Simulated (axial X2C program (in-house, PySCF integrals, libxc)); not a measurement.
# Nuclear properties of SnAu

Computed with an axial X2C code built on PySCF integrals: two-component X2C with atomic mean-field Coulomb and Gaunt terms, Gaussian nuclei, basis Au dyall-cv3z, Sn dyall-cv3z with contracted cores.

R = 2.533 Å (near the PBE0 minimum at charge 0 of the determinant lowest at the starting distance; the state shown can have its own minimum elsewhere).

Input and command:
```json
{"zs": [79, 50], "q": 0, "bas": ["dyall-cv3z", "dyall-cv3z"], "r0": 2.64, "levels": ["PBE0", "HF", "r2SCAN", "BP86", "B3LYP"], "nst": 2}
```
```bash
python soeom.py task.json out
```

Keys: zs atomic numbers; q charge; bas basis sets; r0 starting distance in Å; levels methods; nst determinants followed.

Determinant lowest in the PBE0 search, Ω = 1/2 (⟨Sz⟩ = -0.50, ⟨Lz⟩ = 1.00 at PBE0), spin on the atoms Au 0.00, Sn -0.50:

| level | Eeff magnitude (GV/cm) | Ws magnitude Au (kHz) | Ws magnitude Sn (kHz) | A∥/gI Au (MHz) | qzz Au (a.u.) | A∥/gI Sn (MHz) | qzz Sn (a.u.) | μ (D) |
| --- | --- | --- | --- | --- | --- | --- | --- | --- |
| PBE0 | 0.613 | 2.11 | 0.984 | 1480 | 1.97 | 2430 | -2.88 | 0.88 |
| HF | 3.11 | 10.8 | 0.976 | 2500 | -0.31 | 2300 | -4.22 | -0.74 |
| r2SCAN | 2.8 | 7.75 | 0.119 | 1220 | 2.35 | 2610 | -2.50 | 1.02 |
| BP86 | 0.799 | 1.45 | 0.9 | 1270 | 2.80 | 2420 | -2.27 | 1.34 |
| B3LYP | 0.242 | 4.53 | 1.2 | 1050 | 2.28 | 2330 | -2.61 | 1.21 |

Determinant 0.33 eV from it at PBE0 and this distance, Ω = 3/2 (⟨Sz⟩ = 0.50, ⟨Lz⟩ = 1.00 at PBE0), spin on the atoms Au 0.00, Sn 0.50:

```csv
level,Eeff magnitude (GV/cm),Ws magnitude Au (kHz),Ws magnitude Sn (kHz),A∥/gI Au (MHz),qzz Au (a.u.),A∥/gI Sn (MHz),qzz Sn (a.u.),μ (D)
PBE0,3,2.68,0.47,-250,1.86,237,-3.43,0.74
r2SCAN,2.39,1,0.676,-117,2.25,144,-3.02,0.88
BP86,1.74,1.43,0.296,-157,2.71,236,-2.80,1.21
B3LYP,1.91,1.54,0.317,-109,2.18,296,-3.17,1.08
```

Eeff is the effective electric field on the electron electric dipole moment in this Ω state and Ws the scalar–pseudoscalar constant of the nucleus named (defined with the proton number Z and per Ω); A∥ (defined per Ω) follows by multiplying with gI = μI/(I μN); qzz is the electric field gradient, eQq0 = 234.96 MHz × Q/barn × qzz; μ is positive if the Sn end (last atom) is positive. The operators were transformed with the bare-nucleus X2C matrices; with these basis sets, hyperfine constants and field gradients can be off by tens of per cent, and where levels differ in sign neither size nor sign is settled.

With gI(119Sn) = -2.0946 (g factors from the IAEA table of nuclear moments by Stone), turn the PBE0 values of the first state into constants in MHz.

A∥(119Sn) = 2430 × -2.0946 = -5090 MHz.

Each state is one determinant with collinear spin. Unrestricted Hartree–Fock can overshoot spin polarisation at the nuclei. In the state Ω = 1/2 the sign of Eeff differs between levels (HF, r2SCAN, B3LYP against PBE0). In the state Ω = 3/2 the sign of Eeff differs between levels (r2SCAN against PBE0). Where Eeff spreads by more than a factor of two the levels disagree and none is to be relied on. Left out as unconverged or as another state under the same occupation: HF in at least one table. The search compared states at one distance, so a state with another bond length can lie lower. The sign of Ws at Sn differs between levels in the first state. The sign of Ws at Au differs between levels in the second state. Where a field gradient or hyperfine factor spreads by more than a factor of two over the levels, a constant derived from it is not to be relied on. PBE0 term energies can be off by some tenths of an eV.
